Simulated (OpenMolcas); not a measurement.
# Cr³⁺: effect of the active space

| Item | Value |
| --- | --- |
| Program | OpenMolcas |
| Method | SS-CASPT2 or its RAS form, IPEA 0.25 Eh, imaginary shift 0.1 Eh |
| Basis | ANO-RCC-VQZP |
| Scalar Hamiltonian | DKH2, point nucleus |
| Spin-orbit coupling | RASSI with atomic mean-field integrals over the reference wave functions, term energies averaged over their components |

A. 3 electrons in 5 orbitals (3d); 2S+1 = 4 even, 10 roots; 2S+1 = 2 even, 40 roots; closed shells correlated: 3s 3p; CASPT2 step of the order of 16 core-seconds
B. 9 electrons in 8 orbitals (RAS1 3p, at most 2 holes; RAS2 3d); 2S+1 = 4 even, 10 roots; 2S+1 = 2 even, 40 roots; closed shells correlated: 3s; CASPT2 step roughly 40 core-seconds
C. 3 electrons in 10 orbitals (3d 4d); 2S+1 = 4 even, 10 roots; 2S+1 = 2 even, 40 roots; closed shells correlated: 3s 3p; CASPT2 step roughly 5 core-minutes

Energies in eV above 3d3 4F 3/2, the measured ground level; measured values from Sugar and Corliss, J. Phys. Chem. Ref. Data 6, 317 (1977).

```csv
Level,A,B,C,Measured
3d3 4F 3/2,0.0000,0.0000,0.0000,0.0000
3d3 4F 5/2,0.0308,0.0320,0.0311,0.0292
3d3 4F 7/2,0.0727,0.0755,0.0734,0.0689
3d3 4F 9/2,0.1247,0.1295,0.1261,0.1172
3d3 4P 1/2,1.794,1.808,1.788,1.7431
3d3 4P 3/2,1.808,1.822,1.801,1.7577
3d3 2G 7/2,1.818,1.866,1.844,1.8662
3d3 4P 5/2,1.843,1.860,1.839,1.7942
3d3 2G 9/2,1.862,1.912,1.890,1.9096
3d3 2P 1/2,2.531,2.428,2.413,2.4201
3d3 2H 9/2,2.562,2.601,2.614,2.6118
3d3 2D 5/2(1),2.565,2.630,2.599,2.5620
3d3 2H 11/2,2.596,2.636,2.650,2.6434
3d3 2F 7/2,4.289,4.310,4.311,4.2604
3d3 2F 5/2,4.308,4.330,4.330,4.2844
3d3 2D 5/2(2),6.719,6.668,6.756,6.5681
3d3 2D 3/2(2),6.741,6.696,6.776,6.5888
```

Deviations, from unrounded energies. A percentage is the sum of absolute deviations over the sum of measured energies, with the sign that they share, or ± where signs differ.

```tsv
Against measurement	Levels	A	B	C
mean absolute deviation (cm-1)	16	420	310	360
fine structure of the ground term (%)	3	+5.9	+10.0	+7.0
other terms of the ground configuration (%)	13	±2.0	±1.4	±1.7
```

B lies closest to measurement on these levels and A furthest from it. The largest miss of B in the table is 3d3 2D 3/2(2), by +860 cm-1. The ranking rests on the paired levels alone, and a cruder setting can come out closer through cancelling errors.

The two smallest mean deviations differ by little beside CASPT2's spread within terms, so their order carries little weight.

Among A to C the level of the table that moves most is 3d3 2P 1/2, by 950 cm-1 (lowest in C, highest in A). Moves below CASPT2's spread within the term are not significant.

Term energies are means over components that CASPT2 splits; among the terms shown or strongly mixed into the levels shown the widest spread is 770 cm-1 (3d3 4F, A). The CASPT2 spread within a term exceeds the gap to the next term for 3d3 2D(1) and 3d3 2P, 3d3 2P and 3d3 2H, so the order of their levels is uncertain, and so are names and mixing where such terms share a J (holds for A). Active for correlation alone: 3p; no level in the range computed is led by a configuration that opens it, so any true level of that kind is missing (holds for B). Active for correlation alone: 4d; no level in the range computed is led by a configuration that fills it, so any true level of that kind is missing (holds for C). Measured partners are found by configuration, term and J. A level has none where our copy of the source lacks it or the pairing is in doubt (some pairs that miss far off the trend of their configuration count as doubtful), and it then counts in no deviation. Only configurations of the active space appear. Levels that lie high or do not pair safely by name in every column are left out.

A number in round brackets counts repeated terms of one configuration in the order of the reference energies.
